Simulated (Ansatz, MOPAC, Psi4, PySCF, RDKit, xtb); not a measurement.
Complex: HF (SMILES F) (first 2 atoms) with C3H8 (SMILES CCC); geometry from B3LYP-D3(BJ)/def2-TZVP, rigid monomers moved along the line of their centres of mass till H2···C5 is 3.25 Å.
(charge 0, multiplicity 1):
```xyz
13

F     -0.36195     0.09118     0.36873
H     -0.49782     0.35623     1.24796
C      0.90673    -1.14061     4.47920
C      0.16683    -0.09395     5.30807
C     -0.64579     0.87361     4.45154
H      1.47946    -1.81859     5.11388
H      0.21081    -1.74495     3.89214
H      1.60444    -0.67178     3.78094
H      0.88403     0.47305     5.90788
H     -0.49966    -0.59199     6.01756
H     -1.17058     1.61647     5.05407
H      0.00407     1.42821     3.76527
H     -1.41014     0.33890     3.87646
```

```tsv
level	interaction energy (kcal/mol)	cost
UFF	-0.51	-
GFN-FF	-0.36	-
AM1	-0.25	-
PM3	-0.71	-
PM6	-0.34	-
PM7	-0.69	-
GFN1-xTB	-0.52	-
GFN2-xTB	-0.97	-
HF/STO-3G (no counterpoise)	-0.10	-
HF/3-21G (no counterpoise)	-0.70	-
HF/6-31G*	-0.44	-
HF/6-31G* (no counterpoise)	-0.57	-
HF/aug-cc-pVDZ	-0.49	-
PBE/def2-TZVPPD	-0.88	×1
PBE-D3(BJ)/def2-TZVPPD	-1.26	×1
PBE-D4/def2-TZVPPD	-1.07	×1
BP86/6-31G* (no counterpoise)	-0.50	-
r2SCAN/def2-TZVPPD	-0.91	×2
r2SCAN-D3(BJ)/def2-TZVPPD	-1.10	×2
r2SCAN-D4/def2-TZVPPD	-1.04	×2
B3LYP/3-21G (no counterpoise)	-0.84	-
B3LYP/6-31G*	-0.51	-
B3LYP/6-31G* (no counterpoise)	-0.74	-
B3LYP/6-311+G** (no counterpoise)	-0.64	-
B3LYP/def2-TZVPPD	-0.49	×2
B3LYP-D3(BJ)/def2-TZVPPD	-1.03	×2
B3LYP-D4/def2-TZVPPD	-0.72	×2
PBE0/def2-TZVPPD	-0.78	×1
PBE0-D3(BJ)/def2-TZVPPD	-1.15	×1
PBE0-D4/def2-TZVPPD	-0.98	×1
M06-2X/6-31G* (no counterpoise)	-1.00	-
wB97X-V/def2-TZVPPD	-0.99	×3
wB97M-V/def2-TZVPPD	-0.95	×4
MP2/6-31G*	-0.63	-
MP2/6-31G* (no counterpoise)	-0.90	-
MP2/aug-cc-pVDZ	-0.84	-
SCS-MP2/aug-cc-pVDZ	-0.73	-
CCSD/aug-cc-pVDZ	-0.80	-
CCSD(T)/aug-cc-pVDZ	-0.87	×10
SAPT0/jun-cc-pV(D+d)Z	-0.69	-
```

The rows run from -1.26 (PBE-D3(BJ)/def2-TZVPPD) to -0.10 kcal/mol (HF/STO-3G (no counterpoise)). In aug-cc-pVDZ the value moves HF -0.49, MP2 -0.84, CCSD -0.80, CCSD(T) -0.87, a shift of -0.38 from HF to CCSD(T). The dispersion term adds -0.38 in PBE-D3(BJ), -0.19 in PBE-D4, -0.19 in r2SCAN-D3(BJ). The 6 functionals in def2-TZVPPD without D3 or D4 span 0.49, from wB97X-V to B3LYP.

Counterpoise-corrected where a basis set is named; no monomer relaxation. Rows marked so take none. RDKit's UFF carries no charges.

Cores are frozen in the correlated methods. Rows in 3-21G, 6-311+G**, 6-31G*, STO-3G carry no dispersion term and start afresh at each structure (6-31G* with six Cartesian d functions). MP2/6-31G* freezes PySCF's default core. The state that AM1, PM3, PM6, PM7 reach isn't checked; PM7 holds dispersion and hydrogen-bond terms.

Codes used: Ansatz (a first-principles code); MOPAC for AM1, PM3, PM6, PM7 (differences of heats of formation); Psi4 for SAPT; PySCF for 3-21G rows, 6-311+G** rows, 6-31G* rows, STO-3G rows, the dispersion terms; RDKit for the force fields; xtb for the GFN methods. 

Costs are rough ratios of core time to PBE/def2-TZVPPD (about 12 s over the structures, on one shared machine); a dash marks a level with no comparable run of its own.
